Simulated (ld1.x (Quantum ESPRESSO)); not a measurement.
**u(r) = r·R(r): atom against pseudo-atom (palladium (Pd))**

Columns: radius, all-electron u(r) and pseudo u(r) of the 5p shell (level -0.39 eV) of palladium in the configuration [Kr] 4d10 5s0 5p0; PW91, scalar-relativistic, PAW scheme, ld1.x (Quantum ESPRESSO) 7.5.

```json
{"r (bohr)": "0.240", "all-electron": "-0.0700", "pseudo": "-0.0045"}
{"r (bohr)": "0.480", "all-electron": "0.0205", "pseudo": "-0.0176"}
{"r (bohr)": "0.720", "all-electron": "0.1183", "pseudo": "-0.0386"}
{"r (bohr)": "0.960", "all-electron": "0.1067", "pseudo": "-0.0665"}
{"r (bohr)": "1.200", "all-electron": "0.0389", "pseudo": "-0.0996"}
{"r (bohr)": "1.440", "all-electron": "-0.0416", "pseudo": "-0.1362"}
{"r (bohr)": "1.680", "all-electron": "-0.1166", "pseudo": "-0.1746"}
{"r (bohr)": "1.920", "all-electron": "-0.1809", "pseudo": "-0.2131"}
{"r (bohr)": "2.160", "all-electron": "-0.2341", "pseudo": "-0.2499"}
{"r (bohr)": "2.400", "all-electron": "-0.2772", "pseudo": "-0.2839"}
{"r (bohr)": "2.640", "all-electron": "-0.3117", "pseudo": "-0.3139"}
{"r (bohr)": "2.880", "all-electron": "-0.3389", "pseudo": "-0.3395"}
{"r (bohr)": "3.120", "all-electron": "-0.3601", "pseudo": "-0.3604"}
{"r (bohr)": "3.360", "all-electron": "-0.3762", "pseudo": "-0.3768"}
{"r (bohr)": "3.600", "all-electron": "-0.3882", "pseudo": "-0.3890"}
{"r (bohr)": "3.840", "all-electron": "-0.3970", "pseudo": "-0.3977"}
{"r (bohr)": "4.080", "all-electron": "-0.4030", "pseudo": "-0.4035"}
{"r (bohr)": "4.320", "all-electron": "-0.4069", "pseudo": "-0.4071"}
{"r (bohr)": "4.560", "all-electron": "-0.4089", "pseudo": "-0.4090"}
{"r (bohr)": "4.800", "all-electron": "-0.4093", "pseudo": "-0.4093"}
{"r (bohr)": "5.040", "all-electron": "-0.4081", "pseudo": "-0.4081"}
{"r (bohr)": "5.280", "all-electron": "-0.4055", "pseudo": "-0.4055"}
{"r (bohr)": "5.520", "all-electron": "-0.4013", "pseudo": "-0.4013"}
{"r (bohr)": "5.760", "all-electron": "-0.3955", "pseudo": "-0.3955"}
{"r (bohr)": "6.000", "all-electron": "-0.3881", "pseudo": "-0.3881"}
{"r (bohr)": "6.240", "all-electron": "-0.3789", "pseudo": "-0.3789"}
```

**Question.** How many radial nodes do the two functions have?

**Answer.** The all-electron 5p function has n − l − 1 = 3 (the table is too coarse to show those close to the nucleus); the pseudo-wave has 0, since the states of the same l below it are removed with the core.

**Question.** At about which radius was the pseudo-wave matched?

**Answer.** 4.80 bohr. The columns agree to 0.0005 from 4.32 bohr on; several derivatives are matched, so the curves merge somewhat inside the radius.

**Question.** Where does each function peak?

**Answer.** Outermost all-electron maximum near 4.80 bohr, pseudo maximum near 4.80 bohr (to the table’s step).

**Question.** Is the pseudo-wave norm-conserving?

**Answer.** No, it belongs to a PAW set: the norm inside the radius is not constrained, and the difference is carried by the augmentation charge.
